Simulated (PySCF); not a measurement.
Atoms are numbered as in `[O:1]=[C:2]([F:3])/[CH:4]=[CH:5]\[C:6]([F:7])([F:8])[F:9]`; H(Xn) means a hydrogen on atom n.

One averaged value for each set of equivalent atoms, a single conformation, no solvent model, non-relativistic. Structure optimised with GFN2-xTB; shieldings: GIAO PBE0/pcSseg-1; PySCF.

References, each an isolated molecule treated in the same way: TMS for 13C (σ = 186.93 ppm), 1H (σ = 31.72 ppm); H2O for 17O (σ = 336.08 ppm); 19F (σ = 170.95 ppm) vs CFCl3.

| atoms | nucleus | count | δ (ppm) |
| --- | --- | --- | --- |
| F3 | 19F | 1 | ? |
| C2 | 13C | 1 | 159.8 |
| F7/F8/F9 | 19F | 3 | -73.8 |
| C5 | 13C | 1 | ? |
| C6 | 13C | 1 | 129.6 |
| H(C5) | 1H | 1 | 6.85 |
| C4 | 13C | 1 | 133.0 |
| H(C4) | 1H | 1 | 6.42 |
| O1 | 17O | 1 | ? |

Complete the table.

## Answers


- C5: 153.3 ppm, β carbon of a C=C–C=O unit; conjugation with the carbonyl draws π density from the β position
- O1: 469.0 ppm, carbonyl oxygen
- F3: 59.8 ppm, fluorine bonded to C

Shifts are as computed. Against solution values, carbons near 30 ppm lie about +3 ppm off and those near 130 ppm about +5 ppm. Of 1211 compounds with measured shifts, 218 miss one by over three times the rms of a fit or turn the order of signals round; such compounds aren't used in these exercises. Unscaled 19F shifts against computed CFCl3 carry errors that often reach 10 to 50 ppm. Unscaled 17O shifts of doubly bonded oxygen tend to come out too high, by tens of ppm or more. Experimental scales use liquid or dissolved standards, which lie at an offset from isolated H2O (liquid H2O: subtract about 36 ppm).
